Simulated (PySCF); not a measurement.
**Excitation energy of Sc⁺ by level of theory**

Sc⁺ [Ar] 3d1 4s1 (3D) → Sc⁺ [Ar] 3d1 4p1 (high-spin determinant), as a difference of total energies. Computed with PySCF 2.14 in aug-cc-pVDZ-DK (7s6p4d2f, 59 functions), with scalar relativity by spin-free X2C-1e. Correlated levels: valence: [Ar] frozen. The calculations carry no spin-orbit coupling.

```json
{"method": "UHF", "excitation energy (eV)": "3.250"}
{"method": "LDA", "excitation energy (eV)": "3.361"}
{"method": "PBE", "excitation energy (eV)": "3.218"}
{"method": "PBE0", "excitation energy (eV)": "3.228"}
{"method": "wB97X", "excitation energy (eV)": "3.221"}
{"method": "TPSS", "excitation energy (eV)": "3.110"}
{"method": "B3LYP", "excitation energy (eV)": "3.301"}
{"method": "B2PLYP", "excitation energy (eV)": "3.305"}
{"method": "MP2 (valence)", "excitation energy (eV)": "3.278"}
{"method": "SCS-MP2 (valence)", "excitation energy (eV)": "3.259"}
```

**Question.** How much does correlation contribute at MP2 (valence)?

**Answer.** 3.278 − (3.250) = 0.028 eV, measured against UHF.

A first-order spin-orbit estimate (lowest level to lowest level, LS coupling) adds -0.011 eV.

The determinant of the upper state mixes LS terms, which raises its energy above the lowest term, most at the Hartree-Fock and MP2 levels.
